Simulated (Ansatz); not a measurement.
Isolated molecules relaxed with PBE0-D4/def2-TZVP in Ansatz; ΔE leaves out vibrations. CBS: MP2 limit from def2 TZ/QZ plus the TZ coupled-cluster correction, frozen cores. This one scheme is used for every species. Functionals use def2-TZVPP. B3LYP here is the variant with VWN-RPA as its local correlation; programs differ in this. One conformer a species, not always the lowest.

Reaction (redistribution): `NBO[SiH3]` + `COBF` → `BO[SiH3]` + `COB(N)F`

```csv
level,ΔE (kcal/mol),difference from CCSD(T)/CBS
r2SCAN-D4,7.2,0.6
PBE0-D4,7.1,0.5
B2PLYP,7.1,0.5
PBE,8.2,1.6
PBE0,7.3,0.7
B3LYP,7.2,0.6
SCS-MP2/def2-TZVPP,6.6,0.0
CCSD/def2-TZVPP,6.3,-0.3
HF/CBS(def2),5.0,-1.6
CCSD/CBS(def2),6.2,-0.4
CCSD(T)/CBS,6.6,0
```

Largest T1 diagnostic among the species: 0.013.

In def2-TZVPP, CCSD(T) changes the Hartree–Fock value by +1.8 kcal/mol (the triples alone add +0.4 kcal/mol) and MP2 by +2.1 kcal/mol. From PBE to PBE0 (25 % exact exchange), in def2-TZVPP and without D4, ΔE moves by −1.0 kcal/mol.
